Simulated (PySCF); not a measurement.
C5H6F2.
Atom-mapped SMILES: `[CH3:1][C@H:2]1[CH:3]=[CH:4][C:5]1([F:6])[F:7]` (hydrogens: H8, H9, H10 on C1; H11 on C2; H12 on C3; H13 on C4)

A GFN2-xTB structure with every atom displaced at random (by about 0.01 Å) was refined with PySCF, PBE0-D3(BJ)/def2-SVP geometry optimisation, gas phase. Values at the start:

```tsv
coordinate	start
C1–C2	1.500 Å
C1–H8	1.065 Å
C2–C3	1.504 Å
C2–C5	1.559 Å
C2–H11	1.083 Å
C3=C4	1.368 Å
C3–H12	1.074 Å
C4–C5	1.535 Å
C4–H13	1.012 Å
C5–F6	1.358 Å
C5–F7	1.352 Å
C1–C2–C3	117.2°
C1–C2–C5	115.4°
C2–C3–C4	96.8°
C2–C5–F6	115.3°
C2–C5–F7	116.2°
C3–C2–C5	84.8°
C3–C4–C5	90.5°
C4–C5–F7	115.6°
C1–C2–C3–C4	116°
C1–C2–C5–C4	-118°
C3–C4–C5–F6	-117°
```

Task: How do these coordinates change at the PBE0-D3(BJ)/def2-SVP level?

Result: 
```csv
coordinate,PBE0-D3(BJ)/def2-SVP (Å or °),change
C4–H13,1.092,+0.080
C1–H8,1.100,+0.035
C4–C5,1.503,-0.032
C3=C4,1.341,-0.027
C2–H11,1.104,+0.021
C3–H12,1.093,+0.019
C2–C3,1.521,+0.017
C1–C2,1.514,+0.014
C5–F6,1.352,-0.006
C2–C5,1.556,-0.003
C5–F7,1.350,-0.002
C1–C2–C5,117.2,+1.8
C3–C4–C5,92.2,+1.7
C1–C2–C3,118.5,+1.3
C3–C2–C5,83.7,-1.1
C2–C5–F7,115.3,-0.9
C2–C3–C4,95.9,-0.9
C4–C5–F7,116.3,+0.7
C2–C5–F6,114.6,-0.7
C1–C2–C3–C4,118,+2
C1–C2–C5–C4,-119,-1
C3–C4–C5–F6,-116,+1
```

The energy falls by 22.8 kJ/mol over 11 energy and gradient evaluations, the largest force component goes from 0.1021 to 2.7e-04 Eh/bohr, and the atoms move by 0.037 Å rms after alignment. The bond that changes most is C4–H13 (alkene CH carbon to vinylic hydrogen), which lengthens by 0.080 Å. Bonds longer at the end by more than 0.005 Å: 7 of 13; shorter: 4. Rotational constants go from 3693, 2706, 2156 to 3675, 2707, 2162 MHz.

The run used 128 basis functions and 72 SCF cycles in all. Hardware: Arm Neoverse V1, one thread, no GPU, on a shared host. Cost: 97 s wall, 0.51 GiB resident at most.

PBE0-D3(BJ)/def2-SVP frequencies: not computed here.
